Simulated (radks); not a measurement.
Problem. Ni2+, configuration [Ar] 3d8. Method: Dirac Kohn-Sham, LDA (Slater exchange, Perdew-Zunger correlation), spin-unpolarised, spherical densities, finite nucleus; open shells fill j = l - 1/2 first; Fermi nuclear charge, rms radius 3.7757 fm; computed with a radial shooting solver on a logarithmic mesh with Libxc functionals.

Spin-orbit splittings of the eigenvalues, e(l+1/2) - e(l-1/2), with zeta = 2 splitting/(2l+1) and mean radii in bohr:

shell  occ.  splitting (eV)  zeta (eV)  <r> j=l-1/2  <r> j=l+1/2
2p        6           17.45      11.63       0.2133       0.2165
3p        6           2.214      1.476       0.7731       0.7833
3d        8          0.2466    0.09865       0.9654       0.9712
4p        0               ?          ?        2.768        2.794

Estimate the 4p splitting.

Solution. 0.1638 eV (zeta = 0.1092 eV).
